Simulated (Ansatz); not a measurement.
Species: CAgO, net charge 1, singlet state. SMILES: O=[C+][Ag]
Geometry: optimised at B3LYP-D3(BJ)/def2-TZVP (Ansatz, a quantum-chemistry and plane-wave program).

Property: vertical ionisation energy to the doublet, in eV. Terms: STO-3G and 3-21G all-electron and non-relativistic; no dispersion term unless named; 6-31G* and kin with 6d, 5d where marked; spin-orbit terms left out; LANL2DZ with its own core potentials from Na on; def2 sets with scalar-relativistic core potentials past Kr; each state is the SCF solution reached for its charge and spin; valence correlation only (noble-gas shells and the d and f shells of earlier blocks); UHF or UKS for open shells. Ab initio and DFT rows: single points at B3LYP-D3(BJ) geometries (Ansatz). The spin state of an ion or metal species was assumed, not searched.

```json
[
 {"level": "HF/6-31G* with LANL2DZ past Ar", "program": "Ansatz", "vertical ionisation energy to the doublet (eV)": "18.10"},
 {"level": "PBE/6-31G* with LANL2DZ past Ar", "program": "Ansatz", "vertical ionisation energy to the doublet (eV)": "18.55"},
 {"level": "B3LYP/STO-3G", "program": "Ansatz", "vertical ionisation energy to the doublet (eV)": "12.39"},
 {"level": "B3LYP/3-21G", "program": "Ansatz", "vertical ionisation energy to the doublet (eV)": "18.50"},
 {"level": "B3LYP/6-31G* with LANL2DZ past Ar", "program": "Ansatz", "vertical ionisation energy to the doublet (eV)": "18.87"},
 {"level": "MP2/6-31G* with LANL2DZ past Ar", "program": "Ansatz", "vertical ionisation energy to the doublet (eV)": "18.48"},
 {"level": "wB97M-V/def2-TZVPD", "program": "Ansatz", "vertical ionisation energy to the doublet (eV)": "18.65"}
]
```

No value to compare with is used here. The 6 habitual levels span 12.39 (B3LYP/STO-3G) to 18.87 eV (B3LYP/6-31G* with LANL2DZ past Ar); wB97M-V/def2-TZVPD gives 18.65.

The levels are drawn from those run, B3LYP/6-31G* more often than the rest, none by its result; left out are runs that failed, that the program found above a lower state of the same kind, or whose <S^2> lies over 0.5 above the pure value.
